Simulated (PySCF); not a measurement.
## EPR parameters of C6H8N

Compound: C₆H₈N (doublet state).
Cartesian coordinates in Å at the GFN2-xTB level; atoms count from 1:
```xyz
15
C6H8N angstrom
C      1.7994   -1.9112    0.5691
N      1.6345   -1.0631   -0.3066
C      0.5089   -0.1973   -0.5264
C      0.9358    1.1732   -0.2819
C      1.3084    2.2843   -0.0409
C     -0.7207   -0.5401    0.3378
C     -1.9351    0.2828   -0.0660
H      2.7046   -2.4964    0.6202
H      0.2506   -0.2942   -1.5918
H      1.6223    3.2659    0.1551
H     -0.9278   -1.6065    0.2238
H     -0.4683   -0.3543    1.3838
H     -2.2171    0.0720   -1.0958
H     -2.7809    0.0476    0.5759
H     -1.7190    1.3454    0.0217
```

The hyperfine couplings belong to this conformer and change with its torsions.

As a line formula: `N(=[C]\[H])/[C@H](C#C)CC` [radical].

The calculation used UKS B3LYP, pcH-1 on C H N, non-relativistic, mean-field spin-orbit, GIAO (PySCF). The structure is a single GFN2-xTB conformer in the gas phase; no vibrational or solvent corrections. A GFN2-xTB geometry isn't a minimum of the functional, and hyperfine couplings can be far from their values at a DFT geometry. Stability of the SCF solution: not tested.

```
g1, g2, g3                      : 1.99863, 2.00212, 2.00344
g_iso                           : 2.00140
Form of g                       : rhombic: the two nearest values differ by 27 % of g3 − g1
⟨S²⟩                            : 0.7528 (exact 0.7500)
α and β electrons               : 26, 25
HOMO–LUMO gap, α and β orbitals : 4.96, 5.69 eV
```

Isotropic coupling and dipolar principal values T1 to T3, in mT (MHz turned into mT with g_iso):

| atom | isotope | a_iso | T1 | T2 | T3 | Mulliken spin population |
| --- | --- | --- | --- | --- | --- | --- |
| C1 | 13C | 7.99 | -2.02 | -1.81 | 3.83 | 0.66 |
| N2 | 14N | 0.73 | -0.67 | -0.55 | 1.22 | 0.22 |
| C3 | 13C | 1.97 | -0.23 | -0.21 | 0.44 | 0.02 |
| C4 | 13C | -0.15 | -0.03 | -0.02 | 0.05 | 0.00 |
| C5 | 13C | -0.03 | -0.02 | -0.01 | 0.03 | 0.00 |
| C6 | 13C | 0.00 | -0.13 | -0.07 | 0.20 | 0.02 |
| C7 | 13C | -0.06 | -0.01 | -0.01 | 0.02 | 0.00 |
| H8 | 1H | 7.40 | -0.74 | -0.31 | 1.05 | 0.07 |
| H9 | 1H | -0.02 | -0.19 | -0.14 | 0.33 | 0.00 |
| H10 | 1H | 0.00 | -0.02 | -0.02 | 0.04 | 0.00 |
| H11 | 1H | -0.07 | -0.14 | -0.07 | 0.21 | 0.00 |
| H12 | 1H | 0.01 | -0.14 | -0.05 | 0.19 | 0.00 |
| H13 | 1H | 0.04 | -0.03 | -0.03 | 0.06 | 0.00 |
| H14 | 1H | 0.24 | -0.03 | -0.02 | 0.05 | 0.00 |
| H15 | 1H | 0.06 | -0.04 | -0.03 | 0.07 | 0.00 |

The largest Mulliken spin populations are on C1 (+0.66), N2 (+0.22) and H8 (+0.07).

Under fast tumbling the dipolar parts average out, and these isotropic splittings remain: 1 × 1H (H8, I = 1/2, 2 lines) with 7.40 mT, 1 × 14N (N2, I = 1, 3 lines) with 0.73 mT, 3 × 1H (H13/H14/H15, I = 1/2, 4 lines) with 0.12 mT and 1 × 1H (H11, I = 1/2, 2 lines) with 0.07 mT.

Nuclei that the bonding pattern makes equivalent are averaged, as if the motion that swaps them (rotation, inversion, ring flip) were fast. The three 1H nuclei of mean +3.2 MHz run from 1.1 to 6.8 MHz in the frozen geometry.

The 13C coupling of C1 (223.9 MHz) shows only in satellite lines or after enrichment, since that isotope makes up about 1.07 % of natural carbon.

β density exceeds α density at some nuclei, such as C4 (-0.0038) and C7 (-0.0015), spin density in bohr⁻³. In a single determinant that takes different orbitals for the two spins, that is spin polarisation.

Hardware: Arm Neoverse V2, one thread, shared host. Cost: 55 s (with the writing of density and orbital grids), 1.0 GiB resident at most.
